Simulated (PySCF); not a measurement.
PySCF 2.14 output of an unrestricted PBE0 calculation on a single atom or ion in aug-cc-pVTZ-DK3, with scalar relativity by spin-free X2C-1e:

```
SCF conv_tol = 1e-09
number electrons alpha = 26  beta = 23
    C. Adamo and V. Barone.,  J. Chem. Phys. 110, 6158 (1999)
    M. Ernzerhof and G. E. Scuseria.,  J. Chem. Phys. 110, 5029 (1999)
cycle= 1 E= -5880.09296083233  delta_E= -0.00543  |g|= 0.0207  |ddm|= 0.672
cycle= 2 E= -5880.09317317827  delta_E= -0.000212  |g|= 0.0126  |ddm|= 0.163
cycle= 3 E= -5880.09325349728  delta_E= -8.03e-05  |g|= 0.00172  |ddm|= 0.0466
cycle= 4 E= -5880.09328288068  delta_E= -2.94e-05  |g|= 0.000673  |ddm|= 0.0491
cycle= 5 E= -5880.09329374241  delta_E= -1.09e-05  |g|= 0.000147  |ddm|= 0.0375
cycle= 6 E= -5880.09329418138  delta_E= -4.39e-07  |g|= 1.4e-05  |ddm|= 0.0076
cycle= 7 E= -5880.09329418301  delta_E= -1.62e-09  |g|= 1.94e-06  |ddm|= 0.00091
cycle= 8 E= -5880.09329418302  delta_E= -1.64e-11  |g|= 1.37e-07  |ddm|= 0.000157
converged SCF energy = -5880.09329418302  <S^2> = 3.7512591  2S+1 = 4.0006295
```

The run itself started from symmetry-adapted Hartree-Fock orbitals and held the occupation by maximum overlap, on a logarithmic radial grid, so the iterations belong to that start.

**Question.** Which element, charge and spin multiplicity is this?

**Answer.** In (indium, neutral), multiplicity 4; the state was [Kr] 4d10 5s1 5p1 6s1, high-spin 4P determinant (an excited configuration).

The outer electron is Rydberg-like, and this basis confines it to a smaller radius and binds it less than a complete one would.
